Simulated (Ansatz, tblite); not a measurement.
Spin states of Rb4⁺, each relaxed with r2SCAN/def2-TZVP in Ansatz. Electronic energies in the gas phase.

In the def2 sets Rb takes a core potential; there is no spin–orbit coupling. The xTB rows come from tblite. Correlated methods freeze no core orbitals; core or outer-core shells of Rb are correlated, in sets that lack core-valence functions. In CCSD on the charge 1 doublet the largest single amplitude is 0.18, so its Hartree–Fock determinant may place the open shell otherwise than the density functionals do. The structure comes from a short search, and lower isomers may exist.

Doublet geometry:

```xyz
4

Rb    1.173    1.784   -0.859
Rb   -2.486   -0.236   -3.763
Rb    2.501    0.241    3.753
Rb   -1.188   -1.790    0.868
```

Quartet geometry (D2h within 0.1 Å):

```xyz
4

Rb    0.015    1.055   -3.055
Rb   -2.178   -3.181   -1.110
Rb    2.179    3.180    1.110
Rb   -0.017   -1.054    3.055
```

⟨S²⟩: doublet 0.79 at PBE0/def2-TZVP (pure 0.75), quartet 3.75 at PBE0/def2-TZVP (pure 3.75).

Run but left out: HF/def2-TZVP, MP2/def2-TZVP (doublet: ⟨S²⟩ 1.12, where a pure state has 0.75).

Only these spin states were relaxed. The quartet has other bonds than the doublet, so the gap mixes isomer and spin.

```json
{"level": "PBE/def2-TZVP", "quartet − doublet (kJ/mol)": "70.2", "lowest of these": "doublet", "remarks": "–"}
{"level": "BLYP/def2-TZVP", "quartet − doublet (kJ/mol)": "67.8", "lowest of these": "doublet", "remarks": "–"}
{"level": "PBE0/def2-TZVP", "quartet − doublet (kJ/mol)": "63.7", "lowest of these": "doublet", "remarks": "–"}
{"level": "BHLYP/def2-TZVP", "quartet − doublet (kJ/mol)": "62.7", "lowest of these": "doublet", "remarks": "–"}
{"level": "ωB97X-V/def2-TZVP", "quartet − doublet (kJ/mol)": "75.5", "lowest of these": "doublet", "remarks": "–"}
{"level": "CCSD/def2-TZVP", "quartet − doublet (kJ/mol)": "48.2", "lowest of these": "doublet", "remarks": "spin-contaminated (⟨S²⟩ 1.12) (doublet)"}
```

(1) Estimate the rows for GFN1-xTB, GFN2-xTB, r2SCAN/def2-TZVP, PBE-QIDH/def2-TZVP, RPA@PBE/def2-TZVP, CCSD(T)/def2-TZVP.

Results:

(1) 
| level | quartet − doublet (kJ/mol) | lowest of these | remarks |
| --- | --- | --- | --- |
| GFN1-xTB | 274.5 | doublet | – |
| GFN2-xTB | 178.7 | doublet | – |
| r2SCAN/def2-TZVP | 47.2 | doublet | spin-contaminated (⟨S²⟩ 0.88) (doublet) |
| PBE-QIDH/def2-TZVP | 55.8 | doublet | spin-contaminated (⟨S²⟩ 0.87) (doublet) |
| RPA@PBE/def2-TZVP | 53.5 | doublet | – |
| CCSD(T)/def2-TZVP | 53.0 | doublet | spin-contaminated (⟨S²⟩ 1.12) (doublet) |

The xTB methods have no term that favours high spin, so they put low spin too low.
